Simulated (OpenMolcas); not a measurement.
Pd2+ with its 6 nearest fluoride ions at 2.221 Å, on the Na site of NaF (a = 4.634 Å, distance in the model lattice 2.317 Å). The rest of the host is ab initio model potentials to 7.6 Å, with orthogonalisation functions on the cations behind the ligands, and point charges beyond; the distance is set by hand and nothing relaxes, and no local charge compensation is placed. Ligand basis ANO-RCC-VDZP.
```
Pd    0.0000    0.0000    0.0000
F     2.2210    0.0000    0.0000
F     0.0000    2.2210    0.0000
F    -2.2210    0.0000    0.0000
F     0.0000   -2.2210    0.0000
F     0.0000    0.0000    2.2210
F     0.0000    0.0000   -2.2210
```

- Program: OpenMolcas 26.06
- Method: SS-CASPT2, IPEA 0.25 Eh, imaginary shift 0.1 Eh (closed shells correlated: 4s 4p and the ligand valence shells)
- Basis: ANO-RCC-VTZP [7s6p4d2f1g]
- Scalar Hamiltonian: DKH2, point nucleus
- Active space: 8 electrons in 5 orbitals (4d)
- State averaging: 2S+1 = 3 even, 10 roots; 2S+1 = 1 even, 15 roots
- Spin-orbit coupling: state interaction with AMFI integrals over the reference wave functions

(1) What is the spin-free ground state (labels of O, the rotations of Oh)?

(2) Where is the first state of the same spin?

(3) What are the lowest two levels with spin-orbit coupling?

(4) What is χT at 300 K, and how does it compare with the textbook value?

Results:

(1) 3A2, 1-fold in its orbital part; it has the highest spin that d8 allows.

(2) 3T2 at 13200 cm-1 above the ground state.

(3) A 3-fold level T2, then a 2-fold level E 8330 cm-1 above it. Their leading multiplicities are 3 (100 %) and 1 (89 %).

(4) The lowest level has 2S+1 = 3, for which the spin-only value is χT = S(S+1) / 2 = 1.000 cm3 K/mol (g = 2). The computed 1.412 at 300 K differs by +0.412, through orbital momentum, spin-orbit coupling and any other state in reach.

Roots that are degenerate in the reference are averaged as groups; the widest CASPT2 spread within a group is 250 cm-1 (the 3-fold group of multiplicity 3 near 28600 cm-1 above the lowest state of its run). Shifts and gaps below about the spread of the groups concerned are not significant. Over all roots computed the reference weight is 0.71 to 0.72; a low but even weight reflects the number of correlated electrons. Real 4d8 and 5d8 ions are as a rule square planar and diamagnetic. Ligand-to-metal charge-transfer states are missing. With no ligand orbital active B as a rule stays too high, so bands that hang on it stand too high and its fall with covalency is understated. With one d shell and no ligand orbital active, 10Dq can be off by a tenth or more. No measured value stands beside these numbers; the geometry was set by hand and not optimised.
